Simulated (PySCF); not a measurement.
Species: 1,3,5-norcaratriene, C7H6.
SMILES with atom numbers: `[cH:1]1[cH:2][cH:3][c:4]2[c:5]([cH:6]1)[CH2:7]2` (hydrogens: H8 on C1; H9 on C2; H10 on C3; H11 on C6; H12, H13 on C7)

The same species was optimised twice, with GFN2-xTB and with PBE0-D3(BJ)/def2-SVP (PySCF), and the same property calculations (PySCF, gas phase) were run on both structures.

| coordinate | GFN2-xTB | PBE0-D3(BJ)/def2-SVP | change |
| --- | --- | --- | --- |
| C4–C5 (Å) | 1.379 | 1.352 | -0.027 |
| C3–C4 (Å) | 1.355 | 1.378 | +0.023 |
| C5–C6 (Å) | 1.355 | 1.378 | +0.023 |
| C1–C2 (Å) | 1.382 | 1.401 | +0.019 |
| C4–C7 (Å) | 1.489 | 1.493 | +0.004 |
| C5–C7 (Å) | 1.489 | 1.493 | +0.004 |
| C1–C6 (Å) | 1.411 | 1.410 | -0.001 |
| C2–C3 (Å) | 1.411 | 1.410 | -0.001 |
| C4–C7–C5 (°) | 55.2 | 53.8 | -1.4 |
| C4–C5–C7 (°) | 62.4 | 63.1 | +0.7 |
| C5–C4–C7 (°) | 62.4 | 63.1 | +0.7 |
| C6–C5–C7 (°) | 173.2 | 172.5 | -0.7 |
| C2–C3–C4 (°) | 112.7 | 113.3 | +0.6 |
| C1–C6–C5 (°) | 112.7 | 113.3 | +0.6 |
| C3–C4–C7 (°) | 173.2 | 172.6 | -0.6 |
| C2–C1–C6 (°) | 122.8 | 122.3 | -0.5 |

Rotational constants: A = 5533, B = 3267, C = 2082 MHz (GFN2-xTB) against A = 5538, B = 3192, C = 2053 MHz (PBE0-D3(BJ)/def2-SVP). Point groups within 0.08 Å: C2v and C2v.

On the GFN2-xTB structure: lowest singlet, TDDFT (eV) 5.34 [CAM-B3LYP/def2-SVPD]; isotropic polarisability (au) 75.4 [CAM-B3LYP/def2-SVPD]; HOMO (eV) -8.04 [CAM-B3LYP/def2-SVPD]; LUMO (eV) 0.70 [CAM-B3LYP/def2-SVPD]; dipole (D) 0.09 [CAM-B3LYP/def2-SVPD]; HOMO (eV) -6.87 [PBE0/pcSseg-1]; LUMO (eV) -0.35 [PBE0/pcSseg-1]; dipole (D) 0.01 [PBE0/pcSseg-1]; GIAO shielding of C1/C2 (mean) (ppm) 52.7 [PBE0/pcSseg-1]; GIAO shielding of C3/C6 (mean) (ppm) 68.3 [PBE0/pcSseg-1]; GIAO shielding of C4/C5 (mean) (ppm) 53.5 [PBE0/pcSseg-1]; GIAO shielding of C7 (ppm) 165.0 [PBE0/pcSseg-1].

What do these properties become on the PBE0-D3(BJ)/def2-SVP structure?

```
                                    property                level  on GFN2-xTB  on PBE0-D3(BJ)/def2-SVP  change
                  lowest singlet, TDDFT (eV)  CAM-B3LYP/def2-SVPD         5.34                     5.28   -0.06
               isotropic polarisability (au)  CAM-B3LYP/def2-SVPD         75.4                     76.8    +1.4
                                   HOMO (eV)  CAM-B3LYP/def2-SVPD        -8.04                    -8.09   -0.05
                                   LUMO (eV)  CAM-B3LYP/def2-SVPD         0.70                     0.58   -0.12
                                  dipole (D)  CAM-B3LYP/def2-SVPD         0.09                     0.00   -0.09
energy, GFN2-xTB geometry as zero (kcal/mol)  CAM-B3LYP/def2-SVPD          0.0                     -1.4    -1.4
                                   HOMO (eV)        PBE0/pcSseg-1        -6.87                    -6.93   -0.06
                                   LUMO (eV)        PBE0/pcSseg-1        -0.35                    -0.46   -0.11
                                  dipole (D)        PBE0/pcSseg-1         0.01                     0.08   +0.07
energy, GFN2-xTB geometry as zero (kcal/mol)        PBE0/pcSseg-1          0.0                     -1.0    -1.0
        GIAO shielding of C1/C2 (mean) (ppm)        PBE0/pcSseg-1         52.7                     49.7    -3.0
        GIAO shielding of C3/C6 (mean) (ppm)        PBE0/pcSseg-1         68.3                     64.8    -3.5
        GIAO shielding of C4/C5 (mean) (ppm)        PBE0/pcSseg-1         53.5                     53.3    -0.2
                  GIAO shielding of C7 (ppm)        PBE0/pcSseg-1        165.0                    163.8    -1.2
```

The heavy atoms differ by 0.017 Å rms after alignment. Among bonds between heavy atoms C4–C5 changes most (-0.027 Å). Changes are differences of the printed values. Neither structure is proved a minimum here.
